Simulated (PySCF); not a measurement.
A side-by-side comparison of computed properties.

First species: [GaCl4]- (charge -1).
SMILES: `[Cl][Ga-]([Cl])([Cl])[Cl]`

Second species: Benzotrifluoride, C₇H₅F₃.
Atom-mapped SMILES: `[F:1][C:2]([F:3])([F:4])[c:5]1[cH:6][cH:7][cH:8][cH:9][cH:10]1` (hydrogens: H11 on C6; H12 on C7; H13 on C8; H14 on C9; H15 on C10)

Structure used (PBE0-D3(BJ)/def2-SVP), in Å, numbered top down from 1:
```
atom  x, y, z in Å
F1     2.6396    0.6299   -1.1287
C2     2.1881    0.0567   -0.0058
F3     2.6706    0.7733    1.0152
F4     2.7323   -1.1613    0.0617
C5     0.6860    0.0034    0.0180
C6     0.0178   -1.1774   -0.3043
C7    -1.3752   -1.2006   -0.3179
C8    -2.0966   -0.0481   -0.0126
C9    -1.4251    1.1309    0.3113
C10   -0.0339    1.1588    0.3292
H11    0.5901   -2.0770   -0.5370
H12   -1.8994   -2.1260   -0.5668
H13   -3.1889   -0.0685   -0.0239
H14   -1.9893    2.0338    0.5553
H15    0.4977    2.0763    0.5904
```

Levels: CAM-B3LYP/def2-SVPD for HOMO energy, LUMO energy, HOMO–LUMO gap, static isotropic polarisability and electronic spatial extent ⟨r²⟩ about the centre of nuclear charge; TDDFT CAM-B3LYP/def2-SVPD for lowest singlet excitation; TDA CAM-B3LYP/def2-SVPD for lowest triplet excitation (Tamm–Dancoff). Geometries: PBE0-D3(BJ)/def2-SVP. Each species is one conformer at its optimised geometry, gas phase, non-relativistic unless stated. Electronic properties by PySCF.

The conformers computed, where there is a choice (atom-mapped SMILES and torsion angles):
- `[F:1][C:2]([F:3])([F:4])[c:5]1[cH:6][cH:7][cH:8][cH:9][cH:10]1`: F1–C2–C5–C6 100°

(1) Which has the higher static isotropic polarisability?

(2) Which has the higher ⟨r²⟩?

(3) Which has the higher HOMO energy?

(4) Which of the two has the higher HOMO–LUMO gap, and by how much?

(5) Which of the two has the higher S1 energy, and by how much?

(6) Which has the higher LUMO energy?

(7) Which has the higher T1 energy?

Answers

(1) The first: 92.6 au against 80.6 au, a difference of 12.0 au.

(2) The second: 1373 bohr² against 1365 bohr², a difference of 8 bohr².

(3) The first: -5.99 eV against -9.09 eV, a difference of 3.10 eV.

(4) The first: 9.47 eV against 9.11 eV, a difference of 0.36 eV.

(5) The first: 6.58 eV against 5.45 eV, a difference of 1.13 eV.

(6) The first: 3.48 eV against 0.02 eV, a difference of 3.46 eV.

(7) The first: 6.30 eV against 4.06 eV, a difference of 2.24 eV.

On the first: The vertical singlet–triplet gap S1 − T1 is 0.28 eV (TDDFT singlet less Tamm–Dancoff triplet). The principal polarisabilities are 92.4, 92.6 and 92.8 au; their mean is the isotropic value. Relativistic effects, spin–orbit coupling among them, are left out although an element past zinc is present.

On the second: No computed singlet falls in the visible range (750 to 380 nm, 1.65 to 3.26 eV); S1 lies 2.19 eV above its blue end. S1 lies 3.66 eV below the HOMO–LUMO gap; its leading configuration is HOMO→LUMO, weight 0.56, beside HOMO−1→LUMO+1, weight 0.39.
